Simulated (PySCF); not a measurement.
**Electron correlation in Mg (magnesium, neutral)**

[Ne] 3s2, closed-shell 1S. All numbers are calculated (PySCF 2.14, the non-relativistic Hamiltonian (point nucleus), in def2-SVP). Frozen: [Ne]; 2 electrons correlated.

Total MP2 correlation energy: -20.11 mhartree.

Same-spin part 0.00 and opposite-spin part -20.11 mhartree; SCS-MP2 scales them by 1/3 and 6/5 to -24.13 mhartree.

With two correlated electrons CCSD is exact within the correlated space (frozen core and kept virtual orbitals).

```json
{"level": "CCSD", "correlation energy (mhartree)": "-31.95"}
```

Diagnostics: T1 = 0.012, D1 = 0.0165, largest double amplitude 0.136.

Cost of the coupled-cluster step: 0.07 s of wall time on 1 thread of Neoverse-N1 (shared host), for 2 correlated electrons.
